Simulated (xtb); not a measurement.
H₁₂O₆Zn, charge +2, singlet, geometry from GFN2-xTB (such geometries of metal compounds can be far from the true shape); GFN2-xTB with ALPB(water) run with xtb.

xtb was given this input:
```
$ xtb mol.xyz --gfn 2 --chrg 2 --uhf 0 --alpb water --json

# file mol.xyz
19

Zn    -0.00000000    -0.00000000     0.00000000
O     -0.68794774     1.64064429    -0.92214038
H     -1.49271480     1.70775651    -1.44990447
H     -0.27738361     2.51364239    -0.92277461
O      1.57056726     1.04144287     0.68120766
H      1.61931982     1.52897791     1.51224423
H      2.42176999     1.15066801     0.24051186
O      1.03700290    -0.48888826    -1.64345426
H      1.60028365    -1.26373687    -1.75753068
H      1.06793819     0.00582109    -2.47109831
O     -1.03700290     0.48888826     1.64345426
H     -1.60028365     1.26373687     1.75753068
H     -1.06793819    -0.00582109     2.47109831
O     -1.57056726    -1.04144287    -0.68120766
H     -1.61931982    -1.52897791    -1.51224423
H     -2.42176999    -1.15066801    -0.24051186
O      0.68794774    -1.64064429     0.92214038
H      0.27738361    -2.51364239     0.92277461
H      1.49271480    -1.70775651     1.44990447
```

**Question.** Predict the main parts of the log of this xtb run.

**Answer.** 
```
   ID    Z sym.   atoms
    1   30 Zn     1
    2    8 O      2, 5, 8, 11, 14, 17
    3    1 H      3, 4, 6, 7, 9, 10, 12, 13, 15, 16, 18, 19

           -------------------------------------------------
          |                Calculation Setup                |
           -------------------------------------------------

molecular fragmentation (1/2 indicates fragments):
1111111111111111222
# atoms in fragment 1/2:    16     3
 fragment masses (1/2) :      155.45       18.02
CMA distance (Bohr)    :   4.361
constraining FC (au)   :  0.0500

           -------------------------------------------------
          |                 G F N 2 - x T B                 |
           -------------------------------------------------

      * Solvation model:               ALPB
        Solvent                        water
        Parameter file                 internal GFN2-xTB/ALPB
        Dielectric constant                8.0200E+01
        Reference state                gsolv [1 M gas/solution]
        Free energy shift                  1.0808E-03 Eh       6.7819E-01 kcal/mol
        Temperature                        2.9815E+02 K
        Density                            1.0000E+00 kg/L
        Solvent mass                       1.8000E+01 g/mol
        Interaction kernel             P16
        Born radius scaling (c1)           1.4744E+00
        Born radii integrator          GBOBC
        Born offset                        0.0000E+00 a0       0.0000E+00 AA
        H-bond correction              true
        Ion screening                  false
        Surface tension                    1.0000E-05 Eh       1.5569E+01 dyn/cm
        Grid points                               230 per atom

          ...................................................
          :                      SETUP                      :
          :.................................................:
          :  # basis functions                  40          :
          :  # atomic orbitals                  40          :
          :  # shells                           26          :
          :  # electrons                        48          :
          :  max. iterations                   250          :
          :  Hamiltonian                  GFN2-xTB          :
          :  restarted?                      false          :
          :  GBSA solvation                   true          :
          :  PC potential                    false          :
[...]
         :: total energy             -30.556888780384 Eh    ::
[...]

Wiberg/Mayer (AO) data.
largest (>0.10) Wiberg bond orders for each atom

 ---------------------------------------------------------------------------
     #   Z sym  total        # sym  WBO       # sym  WBO       # sym  WBO
 ---------------------------------------------------------------------------
     1  30 Zn   2.283 --     8 O    0.373    11 O    0.373    14 O    0.373
                             5 O    0.373     2 O    0.373    17 O    0.373
     2   8 O    2.148 --     4 H    0.830     3 H    0.830     1 Zn   0.373
     3   1 H    0.837 --     2 O    0.830
     4   1 H    0.837 --     2 O    0.830
     5   8 O    2.148 --     6 H    0.830     7 H    0.830     1 Zn   0.373
     6   1 H    0.837 --     5 O    0.830
     7   1 H    0.837 --     5 O    0.830
     8   8 O    2.148 --    10 H    0.829     9 H    0.829     1 Zn   0.373
     9   1 H    0.837 --     8 O    0.829
    10   1 H    0.837 --     8 O    0.829
    11   8 O    2.148 --    13 H    0.829    12 H    0.829     1 Zn   0.373
    12   1 H    0.837 --    11 O    0.829
    13   1 H    0.837 --    11 O    0.829
    14   8 O    2.148 --    15 H    0.830    16 H    0.830     1 Zn   0.373
    15   1 H    0.837 --    14 O    0.830
    16   1 H    0.837 --    14 O    0.830
    17   8 O    2.148 --    18 H    0.830    19 H    0.830     1 Zn   0.373
    18   1 H    0.837 --    17 O    0.830
    19   1 H    0.837 --    17 O    0.830
 ---------------------------------------------------------------------------

Topologies differ in total number of bonds
Writing topology from bond orders to xtbtopo.mol

molecular dipole:
                 x           y           z       tot (Debye)
 q only:        0.000       0.000       0.000
   full:        0.000      -0.000       0.000       0.000
molecular quadrupole (traceless):
                xx          xy          yy          xz          yz          zz
 q only:        0.004      -0.005      -0.009      -0.009       0.006       0.005
  q+dip:        0.003      -0.004      -0.007      -0.007       0.004       0.004
   full:        0.003      -0.003      -0.006      -0.006       0.004       0.003

           -------------------------------------------------
          | TOTAL ENERGY              -30.556888780384 Eh   |
          | GRADIENT NORM               0.003466033743 Eh/α |
          | HOMO-LUMO GAP               7.772177638985 eV   |
           -------------------------------------------------

normal termination of xtb
```
